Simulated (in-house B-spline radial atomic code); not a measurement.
**Ionising the niobium ion Nb⁵⁺ with different functionals**

Computed with an all-electron radial atomic-structure program (B-spline basis): four-component Dirac-Coulomb Hamiltonian, Fermi nucleus of rms radius 4.324 fm, spin-restricted, spherical fractional occupations for the functionals, and exact exchange of hybrids averaged over the configuration. The ionisation energy is the difference of two self-consistent energies, [Ar] 3d10 4s2 4p6 → [Ar] 3d10 4s2 4p5, without Breit or QED terms; ε is the level of the shell that loses the electron (mean over j). The electron is taken from both j subshells in proportion to 2j + 1, so the result is a j average, not the step between ground levels.

```tsv
method	rung	ΔSCF (eV)	-ε(4p) (eV)
B97-1	global hybrid	102.87	96.06
BHandHLYP	global hybrid	102.74	98.70
LC-wPBE	range-separated hybrid	102.92	99.34
wB97X	range-separated hybrid	102.72	98.95
```

(1) Among the functionals, which spreads more, the ΔSCF values or the orbital energies?

(2) How do they compare with the NIST value?

## Answers

(1) The orbital energies: ΔSCF values span about 0.20 eV and the orbital energies 3.28 eV; here energy differences depend much less on the functional than eigenvalues do.

(2) NIST lists 102.07 eV ± 0.006 (semi-empirical, ground level to ground level). Errors run from +0.65 to +0.85 eV. The correlated functionals all miss on the same side by more than they spread, so the cause is common to them (Breit-QED terms, spin polarisation, the choice among j levels, multiplet and fine-structure energies, or a listed next ion that isn't the cheapest removal here) and closeness doesn't rank the functionals.
